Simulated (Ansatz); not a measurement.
Relaxation of CH5BNO (9 atoms, charge 1, multiplicity 1), to a largest force component of 0.02 eV/Å in at most 50 steps.

The calculation used RKS PBE/def2-SVP in Ansatz 0.2.0.

```xyz
9
Properties=species:S:1:pos:R:3
B -0.642 0.575 -1.000
C 0.037 -0.044 0.273
N 1.047 -0.863 0.215
O -0.391 0.243 1.467
H -0.262 1.598 -1.403
H -1.549 0.022 -1.479
H 1.445 -1.234 1.075
H 1.458 -1.150 -0.662
H -0.120 0.268 -2.001
```

Q: Where does it end, and by what steps?

A: The forces met the threshold. Limits of this set-up: the dipole of an ion depends on the origin. After 20 steps the energy has fallen by 4.273 eV; H9 moved furthest, 1.00 Å. Parted: B1–H5, B1–H9. Joined: B1–O4, H5–H9.

```
step  energy less start (eV)  largest force component (eV/Å)  accepted
   0                  0.0000                           5.267       yes
   1                 -0.8203                           2.812       yes
   2                 -1.5604                           1.651       yes
   3                 -2.3868                           2.068       yes
   4                 -3.2315                           1.824       yes
   5                 -3.7697                           0.934       yes
   6                 -4.0312                           0.928       yes
   7                 -4.0566                           1.555       yes
   8                 -4.0025                           1.256        no
   9                 -4.1774                           0.278       yes
  10                 -4.1958                           0.262       yes
  11                 -4.2067                           0.488       yes
  12                 -4.2236                           0.374       yes
  13                 -4.2430                           0.343       yes
  14                 -4.2584                           0.380       yes
  15                 -4.2705                           0.167       yes
  16                 -4.2691                           0.135        no
  17                 -4.2726                           0.106       yes
  18                 -4.2726                           0.072        no
  19                 -4.2731                           0.031       yes
  20                 -4.2732                           0.011       yes
```

```xyz
9
Properties=species:S:1:pos:R:3
B -0.846 0.319 -0.829
C 0.294 -0.347 -0.067
N 1.276 -1.095 0.334
O -0.426 0.520 0.590
H -0.700 1.605 -1.570
H -1.917 0.027 -1.284
H 1.598 -1.072 1.314
H 1.733 -1.748 -0.313
H 0.012 1.206 -1.691
```

Whether the end is a true minimum wasn't checked by a vibrational analysis.

The run took 55 s on 1 thread of Arm Neoverse V2 (shared host), peak memory 0.14 GiB.
